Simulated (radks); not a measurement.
The numbers below are computed, except where a source is named.
Species: the tungsten ion W3+. Configuration: [Xe] 4f14 5d1 6s2 (not the ground configuration). Level of theory: scalar-relativistic Kohn-Sham, LDA (Slater exchange, Perdew-Wang correlation), spin-polarised, spherical densities, point nucleus; open shells are filled with parallel spins first (spin-orbit coupling, left out, can overturn this in heavy ions) (a radial shooting solver on a logarithmic mesh with Libxc functionals).

Unscreened Slater integrals over Kohn-Sham orbitals (cm^-1). They are taken over the spin-up orbitals. Empty in this configuration: 6p.

integral,value
"F0(6s,6s)",79222
"F0(6s,5d)",90865
"G2(6s,5d)",23818
"F0(6s,4f)",103440
"G3(6s,4f)",3999.6
"F0(6s,5p)",96386
"G1(6s,5p)",8867.8
"F0(6s,6p)",71729
"G1(6s,6p)",45367
"F0(5d,5d)",118520
"F2(5d,5d)",62457
"F4(5d,5d)",41556
"F0(5d,4f)",151520
"F2(5d,4f)",36764
"F4(5d,4f)",17554
"G1(5d,4f)",14287
"G3(5d,4f)",12570
"G5(5d,4f)",9827.9
"F0(5d,5p)",134640
"F2(5d,5p)",66794
"G1(5d,5p)",79697
"G3(5d,5p)",49425
"F0(5d,6p)",79164
"F2(5d,6p)",29765
"G1(5d,6p)",13960
"G3(5d,6p)",11792
"F0(4f,4f)",334680
"F2(4f,4f)",161620
"F4(4f,4f)",101920
"F6(4f,4f)",73471
"F0(4f,5p)",197410
"F2(4f,5p)",63768
"G2(4f,5p)",28246
"G4(4f,5p)",22838
"F0(4f,6p)",88094
"F2(4f,6p)",11842
"G2(4f,6p)",3130.7
"G4(4f,6p)",2878.6
"F0(5p,5p)",161870
"F2(5p,5p)",87516
"F0(5p,6p)",82938
"F2(5p,6p)",22727
"G0(5p,6p)",4501.1
"G2(5p,6p)",6201.2
"F0(6p,6p)",66516
"F2(6p,6p)",36595

Derived for the open shells (J is the average intra-shell exchange parameter used in DFT+U). 5d: Racah B = F2/49 - 5 F4/441 = 803.5 cm^-1, C = 35 F4/441 = 3298 cm^-1, C/B = 4.10, F4/F2 = 0.665, J = (F2 + F4)/14 = 7429 cm^-1.
